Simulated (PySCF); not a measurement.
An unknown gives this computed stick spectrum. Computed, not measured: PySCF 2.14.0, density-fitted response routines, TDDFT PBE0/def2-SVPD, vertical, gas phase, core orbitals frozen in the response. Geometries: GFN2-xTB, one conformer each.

```json
{"state": "S1", "λ (nm)": "276.1", "f": "0.0010"}
{"state": "S2", "λ (nm)": "238.9", "f": "0.0000"}
{"state": "S3", "λ (nm)": "202.7", "f": "0.039"}
{"state": "S4", "λ (nm)": "201.0", "f": "0.0046"}
{"state": "S5", "λ (nm)": "190.7", "f": "0.021"}
{"state": "S6", "λ (nm)": "187.5", "f": "0.0029"}
{"state": "S7", "λ (nm)": "187.3", "f": "0.177"}
{"state": "S8", "λ (nm)": "183.1", "f": "0.0063"}
```

Triplets computed (Tamm–Dancoff): 3.87, 4.02, 4.97 eV.

Orbital energies (eV): HOMO-3 -9.01, HOMO-2 -8.79, HOMO-1 -7.66, HOMO -6.99, LUMO -0.64, LUMO+1 -0.33, LUMO+2 0.41.

Problem. Which candidate is it? All have the formula C4H7NSi.
A. `C=C1CC=N[SiH2]1`
B. `C=C([SiH3])CC#N`
C. `C#C[C@H]1NC[SiH2]1`

Solution. A. Its S1, at 4.49 eV, is the lowest among the candidates; the nearest of the others has S1 at 5.29 eV. S1 is HOMO→LUMO (50%), HOMO→LUMO+1 (50%). Löwdin shares by element: HOMO nitrogen 57%, carbon 19% or more, silicon 8% (atoms not listed hold the other 15%); LUMO carbon 61% or more, silicon 9% (atoms not listed hold the other 30%). At the same level the other candidates give, for their lowest levels:
- `C=C([SiH3])CC#N`: 185 nm (f 0.007); 177 nm (f 0.261); 170 nm (f 0.004); 170 nm (f 0.060); 161 nm (f 0.013); T1 4.27 eV; HOMO -8.32, LUMO -0.85 eV
- `C#C[C@H]1NC[SiH2]1`: 234 nm (f 0.006); 216 nm (f 0.004); 207 nm (f 0.046); 204 nm (f 0.006); 197 nm (f 0.017); T1 5.06 eV; HOMO -6.70, LUMO -0.20 eV
